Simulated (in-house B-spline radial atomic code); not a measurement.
Settings and results of a run for the samarium ion Sm⁵⁺ (an excited or competing configuration). All numbers are computed (scalar-relativistic (X2C) B3LYP, spin-polarised, spherical fractional occupations, exact exchange averaged over the configuration; Fermi nucleus of rms radius 5.0819 fm) with an all-electron radial atomic-structure program (B-spline basis), not measured.

Command:
```bash
python run_scf.py task.json out
```
Settings (nuclear radius in fm, mass in u):
```
Z                62
configuration    [Kr] 4d10 4f3 5s2 5p5 6s1
hamiltonian      x2c
method           b3lyp
spin_polarised   True
nucleus          fermi
rms_radius       5.0819
atomic_mass      151.91974
speed_of_light   137.035999084
exact_exchange   averaged over the configuration
```

Output (hartree, bohr):
```
 radial grid: 70 intervals, B-splines of order 8, outer radius 33.6842 bohr

 iter        energy (Eh)    residual
    1      -10395.474777    8.30e-01
    2      -10409.297392    7.81e-01
    3      -10419.408005    1.64e-01
    4      -10419.929949    5.15e-02
    5      -10419.955885    1.58e-02
    6      -10419.961392    6.57e-03
    7      -10419.962060    2.40e-04
    8      -10419.962061    4.06e-05
    9      -10419.962061    1.14e-06
   10      -10419.962061    1.01e-07

 total energy                    -10419.96206
 kinetic                           11303.2837
 electron-nucleus                 -25372.3056
 Hartree                            3884.5561
 exact exchange                      -46.1102
 exchange-correlation               -189.3860

 orbital      occ     eigenvalue          <r>       <r^2>       <1/r>       r_max
 1s up      1.000     -1717.7735    0.0220458 0.000671443      73.518     0.01366
 1s down    1.000     -1717.7676    0.0220457 0.000671441     73.5181     0.01366
 2s up      1.000      -284.1590    0.0963567   0.0110235     16.9287     0.08202
 2s down    1.000      -284.1543    0.0963554   0.0110231     16.9288     0.08202
 2p up      3.000      -254.1753    0.0850791  0.00885245     15.0728     0.06592
 2p down    3.000      -254.1699    0.0850784  0.00885223     15.0728     0.06592
 3s up      1.000       -65.1593     0.254531   0.0741626     6.06581      0.2338
 3s down    1.000       -65.1025       0.2544   0.0740824      6.0694      0.2338
 3p up      3.000       -55.7076     0.252808   0.0741743     5.54493       0.229
 3p down    3.000       -55.6489     0.252643    0.074072     5.54861      0.2289
 3d up      5.000       -42.6972     0.231066   0.0628092      5.2142      0.1878
 3d down    5.000       -42.6464     0.230828   0.0626642     5.21834      0.1877
 4s up      1.000       -15.6085     0.575428    0.373548       2.522      0.5383
 4s down    1.000       -15.4715     0.575506    0.373614     2.52055      0.5383
 4p up      3.000       -12.4459     0.606877    0.418484     2.28814      0.5606
 4p down    3.000       -12.3063     0.607129    0.418824     2.28613      0.5606
 4d up      5.000        -7.9345     0.657367    0.499603     2.01341      0.5832
 4d down    5.000        -7.7850     0.657571    0.499893     2.01172      0.5831
 4f up      3.000        -3.0788      0.78776    0.756924     1.57686      0.5828
 5s up      1.000        -4.1555       1.2947     1.87155     1.04289       1.201
 5s down    1.000        -4.0407      1.30341     1.89721      1.0342       1.206
 5p up      3.000        -3.2404      1.44326     2.33417    0.915301       1.322
 5p down    2.000        -3.1542      1.45373     2.36799    0.907211        1.33
 6s up      1.000        -1.6536      2.66598     7.86923    0.491707       2.566
```

Cost of the run: 0.57 s on 1 thread of Arm Neoverse N1, with other jobs on the host.

One-electron X2C: radii and densities carry no picture-change correction, so inner-shell <1/r> comes out high (for 1s by about 2 % at Z = 33, 5 % at 54, 10 % at 75, 30 % at 118) and <r> low.
